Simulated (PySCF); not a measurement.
C₅H₆S, SMILES C(#C)/C=C\SC, singlet (GFN2-xTB optimised geometry):

```
12

C      2.780     1.115    -0.009
C      2.102     0.123    -0.003
C      1.321    -1.045     0.000
C     -0.016    -1.045     0.000
S     -0.996     0.404     0.000
C     -2.650    -0.358    -0.011
H      3.367     1.984    -0.012
H      1.859    -1.984     0.002
H     -0.580    -1.964     0.001
H     -3.367     0.457     0.002
H     -2.775    -0.974     0.875
H     -2.777    -0.947    -0.914
```

Method: PySCF with B3LYP/def2-TZVP.

Q: What are the frontier orbital energies and the dipole moment?

A: HOMO-2 -7.76 eV, HOMO-1 -7.64 eV, HOMO -5.87 eV, LUMO -1.04 eV, LUMO+1 0.24 eV; dipole moment 2.19 D.

Meta-Löwdin charges at B3LYP/def2-TZVP: C1 -0.22, C2 -0.03, C3 -0.16, C4 -0.19, S5 0.16, C6 -0.39, H7 0.17, H8 0.14, H9 0.13, H10 0.14, H11 0.13, H12 0.13.
